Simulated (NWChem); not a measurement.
System: SiHCl3; SMILES Cl[SiH](Cl)Cl

NWChem input:

```
start job
memory heap 200 mb stack 900 mb global 1100 mb
geometry units angstroms noautoz
  Si     0.000000     0.000000     0.500755
  Cl    -0.502172    -1.859017    -0.187689
  Cl    -1.358870     1.364402    -0.187689
  Cl     1.861042     0.494615    -0.187689
  H      0.000000     0.000000     1.977546
end
basis spherical
  * library def2-tzvpd
end
dft
  xc pbe0
  iterations 150
  semidirect filesize 400000000
  mulliken
end
task dft energy
```

The geometry was optimised at PBE0/def2-SVP.

Problem. What results follow from this input? (PBE0/def2-TZVPD.) Quantities: energy (Ha); highest occupied level (eV); orbital gap (eV); dipole (D).

Solution. 
```
Item                           Result
---------------------------  --------
energy (Ha)                  -1670.33
highest occupied level (eV)     -9.43
orbital gap (eV)                 8.91
dipole (D)                       0.87
```
